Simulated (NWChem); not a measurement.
# C₂H₃BO₃; SMILES O=C1OCB1O

```xyz
9

O      1.2267     1.6009     0.0000
C      0.3778     0.7652     0.0000
O     -0.9762     0.9991     0.0000
C     -1.4263    -0.3907     0.0000
B      0.0935    -0.8326     0.0000
O      0.7686    -1.9759     0.0000
H     -2.0284    -0.6071     0.8967
H     -2.0284    -0.6071    -0.8967
H      1.7274    -1.8622     0.0000
```
Atoms are numbered in this order, from 1.

Program: NWChem. Medium grid unless said otherwise, to which SCAN and Minnesota functionals are sensitive. All runs use the structure optimised with PBE0/def2-SVP. Total energies of different functionals are on different scales.

| level | energy (Ha) | highest occupied level (eV) | orbital gap (eV) | dipole (D) | relative time |
|---|---|---|---|---|---|
| PBE/def2-TZVP | -328.3363 | -6.15 | 3.26 | 3.46 | 1 |
| B3LYP/def2-TZVP | -328.7053 | -7.48 | 5.32 | 3.65 | 1 |
| CAM-B3LYP/def2-TZVP | -328.5736 | -9.19 | 8.42 | 3.73 | 10 |
| M06-2X/def2-TZVP | -328.5739 | -9.27 | 8.32 | 3.70 | 1 |
| LDA (Slater exchange, VWN5)/def2-TZVP | -326.1357 | -6.36 | 3.18 | 3.54 | 1 |

Relative times are rough (shared machine, one core).
